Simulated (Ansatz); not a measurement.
Cl₂, charge +1, doublet, geometry from GFN2-xTB (a state made from the parent by changing its charge; the spin is typed, not shown lowest); B3LYP/cc-pVTZ in Ansatz (a program for electronic structure).

Ansatz was given this input:
Ansatz 0.2 input:
```yaml
crystal:
  periodic: [false, false, false]
  atoms:
    - {symbol: Cl, position_ang: [-0.00000000, -0.00000000, -0.98043196]}
    - {symbol: Cl, position_ang: [0.00000000, 0.00000000, 0.98043196]}
basis:
  gaussian:
    orbitals: cc-pVTZ
    final_grid: {core_spheres: 4, valence_spheres: 8, degree: 17}
hamiltonian:
  xc: b3lyp
total_charge: 1
magnetization: {spin_polarized: true, initial_magnetization: 1}
```

What the program printed (banner, timings and long lists left out):

```
Functional definition: B3LYP
576 factors; their error is unknown
mean field evaluation 1: about -25034.2012 eV, gradient 1.2e1 eV
mean field evaluation 2: about -25034.4612 eV, gradient 9.0e0 eV
mean field evaluation 4: about -25034.7952 eV, gradient 3.2e-1 eV
mean field evaluation 8: about -25034.9106 eV, gradient 1.8e-3 eV
mean field -25034.91062578 eV, -920.0159962254 hartree, gradient 1.7e-5 eV, S^2 0.753696; 0 other end points of the search recorded, 0 dependent functions left out
reference -25034.91080700 eV, -920.0160028854 hartree; 17, 16 occupied and 51, 52 virtual orbitals, 576 factors
Total energy: -25034.91080700 eV, -920.0160028854 hartree
```
